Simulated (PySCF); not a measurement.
**Ionising BeGe**

M06-2X; basis Be pcseg-1, Ge pcseg-1; no relativity; PySCF 2.14. Neutral (UKS): triplet (π ↑↑), Re = 2.196 Å, ωe = 492 cm⁻¹, De = 1.22 eV, HOMO -6.34 eV, LUMO -2.29 eV.

BeGe⁺ (UKS): doublet (π ↑), Re = 2.399 Å, ωe = 366 cm⁻¹, De = 1.64 eV to Be + Ge⁺. The energies at the minima are -2091.39958 hartree for BeGe and -2091.12672 for BeGe⁺.

**Question.** Work out the adiabatic ionisation energy, without and with harmonic zero-point energies (1 hartree = 27.2114 eV, 1 eV = 8065.5 cm⁻¹), and the change of the bond length.

**Answer.** At M06-2X: 0.27286 hartree = 7.425 eV between the minima; the zero-point term (366.0 − 492.0)/2 cm⁻¹ = -0.008 eV makes it 7.417 eV. Re changes by +20.3 pm against the neutral. The electron leaves a π orbital, and the longer bond of the ion fits a bonding orbital, or a change in how ionic the bond is.

Spin–orbit coupling is left out. For an ion De counts to the pair picked by the measured ionisation energies or electron affinities, which need not be the lowest pair at this level. States were picked by a PBE0 search and need not be the measured ground states.
